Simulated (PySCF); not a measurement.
Sb₂, charge -1, doublet, at a GFN2-xTB geometry (a state made from the parent by changing its charge; the spin is typed, not shown lowest) (core potentials on Sb) (in this run its highest filled SCF level lies above zero, so its values depend strongly on the basis, on diffuse functions most of all), atoms displaced at random by about 0.08 Å a coordinate; DF-B3LYP/def2-SVP, gradient (PySCF).

Input for PySCF:
```python
from pyscf import gto, scf, dft

mol = gto.Mole()
mol.atom = '''
    Sb   -0.06340594   -0.11913636   -1.27584563
    Sb   -0.06390703    0.06542864    1.34205311
'''
mol.basis = 'def2-svp'
mol.ecp = {'Sb': 'def2-svp'}
mol.charge = -1
mol.spin = 1
mol.verbose = 4
mol.build()

mf = dft.UKS(mol)
mf.xc = 'b3lyp'
mf = mf.density_fit(auxbasis='def2-universal-jkfit')
mf.kernel()
g = mf.nuc_grad_method()
g.auxbasis_response = False
grad = g.kernel()
```

The log (banner, timings and long lists left out):

```
PySCF version 2.14.0

[INPUT] verbose = 4
[INPUT] num. atoms = 2
[INPUT] num. electrons = 47
[INPUT] charge = -1
[INPUT] spin (= nelec alpha-beta = 2S) = 1
[INPUT] symmetry False subgroup None
[INPUT] Mole.unit = angstrom
[INPUT] Symbol           X                Y                Z      unit          X                Y                Z       unit  Magmom
[INPUT]  1 Sb    -0.063405940000  -0.119136360000  -1.275845630000 AA   -0.119819861271  -0.225135091878  -2.410998817923 Bohr   0.0
[INPUT]  2 Sb    -0.063907030000   0.065428640000   1.342053110000 AA   -0.120766784134   0.123642210303   2.536112822521 Bohr   0.0

nuclear repulsion = 106.666320380147
number of shells = 20
number of NR pGTOs = 122
number of NR cGTOs = 52
basis = def2-svp
ecp = {'Sb': 'def2-svp'}

******** <class 'pyscf.df.df_jk.DFUKS'> ********
method = DFUKS
initial guess = minao
damping factor = 0
level_shift factor = 0
DIIS = <class 'pyscf.scf.diis.CDIIS'>
diis_start_cycle = 1
diis_space = 8
diis_damp = 0
SCF conv_tol = 1e-09
SCF conv_tol_grad = None
SCF max_cycles = 50
direct_scf = False
number electrons alpha = 24  beta = 23
XC library pyscf.dft.libxc version 7.1.2
    S. Lehtola, C. Steigemann, M. J. T. Oliveira, and M. A. L. Marques,  SoftwareX 7, 1–5 (2018)
XC functionals = b3lyp
    P. J. Stephens, F. J. Devlin, C. F. Chabalowski, and M. J. Frisch,  J. Phys. Chem. 98, 11623 (1994)
radial grids:
    Treutler-Ahlrichs [JCP 102, 346 (1995); DOI:10.1063/1.469408] (M4) radial grids

becke partition: Becke, JCP 88, 2547 (1988); DOI:10.1063/1.454033
pruning grids: <function nwchem_prune>
grids dens level: 3
symmetrized grids: False
atomic radii adjust function: <function treutler_atomic_radii_adjust>
small_rho_cutoff = 0
Set gradient conv threshold to 3.16228e-05
tot grids = 43920
******** <class 'pyscf.df.df.DF'> ********
auxbasis = def2-universal-jkfit
init E= -430.04653594075

cycle= 1 E= -478.920732770964  delta_E= -48.9  |g|= 2.06  |ddm|= 9.84
cycle= 2 E= -479.41796613778  delta_E= -0.497  |g|= 1.71  |ddm|= 6.46
cycle= 3 E= -480.702712584918  delta_E= -1.28  |g|= 0.132  |ddm|= 2.66
cycle= 4 E= -480.714696198421  delta_E= -0.012  |g|= 0.0488  |ddm|= 0.369
cycle= 5 E= -480.716744273868  delta_E= -0.00205  |g|= 0.00398  |ddm|= 0.0774
cycle= 6 E= -480.716756032657  delta_E= -1.18e-05  |g|= 0.000391  |ddm|= 0.0104
cycle= 7 E= -480.716756181817  delta_E= -1.49e-07  |g|= 3.56e-05  |ddm|= 0.00134
cycle= 8 E= -480.716756184399  delta_E= -2.58e-09  |g|= 3.28e-06  |ddm|= 0.00017
cycle= 9 E= -480.716756184418  delta_E= -1.92e-11  |g|= 2.57e-07  |ddm|= 1.44e-05
Extra cycle  E= -480.716756184419  delta_E= -1.02e-12  |g|= 6.59e-08  |ddm|= 8.09e-07
converged SCF energy = -480.716756184419  <S^2> = 0.75192694  2S+1 = 2.001926

******** <class 'pyscf.df.grad.uks.Gradients'> for <class 'pyscf.df.df_jk.DFUKS'> ********
unit = Eh/Bohr
grid_response = False
--------------- DFUKS gradients ---------------
         x                y                z
0 Sb     0.0000006021    -0.0003279805    -0.0045630409
1 Sb    -0.0000006021     0.0003279805     0.0045630409
----------------------------------------------
```
